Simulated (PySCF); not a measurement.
Checking a proposed structure

A compound C7H12Si gives the data below (simulated from a calculation) and was assigned the structure `CC/C=C/CC#C[SiH3]`.

¹³C{¹H} NMR (computed): δ 147.8 (CH), 121.3 (CH2), 92.4 (C), 80.6 (CH), 28.3 (C), 25.8 (CH3), -8.0 (CH3).

¹H NMR (400 MHz, computed): δ 5.96 (m, 1H), 5.95 (m, 1H), 5.50 (m, 1H), 4.13 (m, 1H), 3.97 (m, 1H), 1.94 (s, 1H), 1.39 (s, 3H), 0.34 (m, 3H).

Gas phase, averaged over atoms made equivalent by symmetry, fast rotation or ring inversion, one computed conformer, non-relativistic Hamiltonian. Shieldings: GIAO PBE0/pcSseg-1; coordinates at the GFN2-xTB level; PySCF.

Scale: TMS for ¹H, ¹³C (reference shieldings calculated alike).

Task: Compare with the shifts computed for the proposed structure, pairing carbons in order of shift.

Result: Atoms are numbered as in `[CH3:1][CH2:2]/[CH:3]=[CH:4]/[CH2:5][C:6]#[C:7][SiH3:8]` (H(Xn): hydrogen on atom n).

| atom | computed for proposal | given list | difference |
| --- | --- | --- | --- |
| C3 | 143.3 | 147.8 | -4.5 |
| C4 | 132.0 | 121.3 | +10.7 |
| C6 | 117.0 | 92.4 | +24.6 |
| C7 | 79.6 | 80.6 | -1.0 |
| C2 | 32.3 | 28.3 | +4.0 |
| C5 | 28.4 | 25.8 | +2.6 |
| C1 | 17.0 | -8.0 | +25.0 |

The rms difference is 14.1 ppm and the largest +25.0 ppm at C1 (methyl carbon). The carbon types in order of shift don't match either: CH, CH, C, C, CH2, CH2, CH3 for the proposal against CH, CH2, C, CH, C, CH3, CH3 in the data. The proposal doesn't fit.

Task: Which isomer fits?

Result: `InChI=1S/C7H12Si/c1-5-7(3,6-2)8-4/h1,6H,2,8H2,3-4H3/t7-/m1/s1`.

1. Carbon types of the structure: 2 × C, 2 × CH, 1 × CH2, 2 × CH3, leaving 2 H on heteroatoms.
2. δC 147.8: alkene CH; as expected for a trigonal carbon in a double bond.
3. δC 121.3: terminal =CH2 carbon; an sp2 carbon of a C=C bond.
4. δC 92.4: alkyne carbon; sp carbons lie upfield of alkene carbons because the cylindrical π system leaves one tensor component strongly shielded.
5. δC 80.6: terminal alkyne carbon; sp carbons lie upfield of alkene carbons because the cylindrical π system leaves one tensor component strongly shielded.

The data come from this structure; uniqueness wasn't tested.

Shifts are as computed. Against solution values, carbons near 30 ppm lie about +3 ppm off and those near 130 ppm about +5 ppm. Of 1211 compounds with measured shifts, 218 miss one by over three times the rms of a fit or turn the order of signals round; such compounds aren't used in these exercises. Multiplicities follow the n + 1 count of equivalent neighbours, as no J values were calculated; m marks all less simple cases, F and P coupling included.
